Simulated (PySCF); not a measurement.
Isomers of C9H10, mass 118.078 u with the commonest isotopes. Level of theory: PBE0/pcSseg-1 in PySCF (dipole) on a GFN2-xTB geometry, gas phase. One conformer each, none proved a minimum here; rigid rotors.

Question: Order these by out-of-plane moment Σ m c² = (Ia + Ib − Ic)/2, largest first.
A. `[CH2:1]=[C:2]([CH3:3])/[CH:4]=[CH:5]/[C:6]1=[CH:7][C:8]1=[CH2:9]` with C1–C2–C4–C5 180°, C4–C5–C6–C7 180°
B. `[cH:1]1[cH:2][cH:3][c:4]([CH:5]2[CH2:6][CH2:7]2)[cH:8][cH:9]1` with C3–C4–C5–C6 -144° (cyclopropylbenzene)
C. `Cc1ccc2c(c1)CC2`
D. `[CH2:1]=[C:2]([CH3:3])[c:4]1[cH:5][cH:6][cH:7][cH:8][cH:9]1` with C1–C2–C4–C5 -144° (alpha-methylstyrene)
E. `[CH2:1]=[C:2]([CH3:3])[C:4]1=[CH:5][C@@H:6]2[CH:7]=[CH:8][C@H:9]12` with C1–C2–C4–C5 177°
F. `C=C1C=CC=CC=C1C`
G. `[cH:1]1[cH:2][cH:3][c:4]2[c:5]([cH:6]1)[CH2:7][CH2:8][CH2:9]2` with C4–C5–C7–C8 -16°, C5–C7–C8–C9 26°, C7–C8–C9–C4 -26°, C3–C4–C9–C8 -164°

Answer: E (28.72 u·Å²), B (19.78 u·Å²), F (14.58 u·Å²), D (13.89 u·Å²), G (6.39 u·Å²), C (4.74 u·Å²), A (1.57 u·Å²).

Question: Order these by rotational constant B, largest first.
A. `C=C1C=CC=CC=C1C`
B. `[CH2:1]=[C:2]([CH3:3])/[CH:4]=[CH:5]/[C:6]1=[CH:7][C:8]1=[CH2:9]` with C1–C2–C4–C5 180°, C4–C5–C6–C7 180°
C. `C#C/C(C)=C1/CCC1=C`
D. `[CH2:1]=[C:2]([CH3:3])[C:4]1=[CH:5][C@@H:6]2[CH:7]=[CH:8][C@H:9]12` with C1–C2–C4–C5 177°
E. `Cc1ccc2c(c1)CC2`
F. `[CH2:1]=[C:2]([CH3:3])[c:4]1[cH:5][cH:6][cH:7][cH:8][cH:9]1` with C1–C2–C4–C5 -144° (alpha-methylstyrene)
G. `[cH:1]1[cH:2][cH:3][c:4]([CH:5]2[CH2:6][CH2:7]2)[cH:8][cH:9]1` with C3–C4–C5–C6 -144°
H. `[cH:1]1[cH:2][cH:3][c:4]2[c:5]([cH:6]1)[CH2:7][CH2:8][CH2:9]2` with C4–C5–C7–C8 -16°, C5–C7–C8–C9 26°, C7–C8–C9–C4 -26°, C3–C4–C9–C8 -164° (indan)

Answer: A (1642 MHz), H (1521 MHz), C (1408 MHz), E (1299 MHz), D (1246 MHz), F (1211 MHz), G (1122 MHz), B (751.1 MHz).

Question: Order these by rotational constant A, smallest first.
A. `[cH:1]1[cH:2][cH:3][c:4]([CH:5]2[CH2:6][CH2:7]2)[cH:8][cH:9]1` with C3–C4–C5–C6 -144° (cyclopropylbenzene)
B. `[CH2:1]=[C:2]([CH3:3])/[CH:4]=[CH:5]/[C:6]1=[CH:7][C:8]1=[CH2:9]` with C1–C2–C4–C5 180°, C4–C5–C6–C7 180°
C. `C=C1C=CC=CC=C1C`
D. `C#C/C(C)=C1/CCC1=C`
E. `[CH2:1]=[C:2]([CH3:3])[C:4]1=[CH:5][C@@H:6]2[CH:7]=[CH:8][C@H:9]12` with C1–C2–C4–C5 177°
F. `[cH:1]1[cH:2][cH:3][c:4]2[c:5]([cH:6]1)[CH2:7][CH2:8][CH2:9]2` with C4–C5–C7–C8 -16°, C5–C7–C8–C9 26°, C7–C8–C9–C4 -26°, C3–C4–C9–C8 -164°

Answer: D (2452 MHz), C (2560 MHz), F (3581 MHz), E (3669 MHz), B (4013 MHz), A (4291 MHz).

```
                     SMILES  point group  Ia (u·Å²)  Ib (u·Å²)  Ic (u·Å²)      κ  μa (D)  μb (D)  μc (D)
            c1ccc(C2CC2)cc1           Cs     117.79     450.61     528.83  -0.90    0.54    0.09    0.00
        C=C(C)/C=C/C1=CC1=C           Cs     125.95     672.89     795.69  -0.93    2.07    1.50    0.00
            Cc1ccc2c(c1)CC2            –     127.28     389.18     506.98  -0.80    0.12    0.23    0.03
            c1ccc2c(c1)CCC2           Cs     141.13     332.32     460.67  -0.66    0.61    0.00    0.06
         C#C/C(C)=C1/CCC1=C            –     206.09     358.91     555.54  -0.35    0.52    0.69    0.01
C=C(C)C1=C[C@@H]2C=C[C@H]12           C1     137.73     405.71     486.00  -0.84    0.19    0.29    0.14
            C=C1C=CC=CC=C1C           C1     197.42     307.87     476.13  -0.23    0.01    0.44    0.20
             C=C(C)c1ccccc1            –     139.54     417.36     529.12  -0.81    0.05    0.32    0.13
```
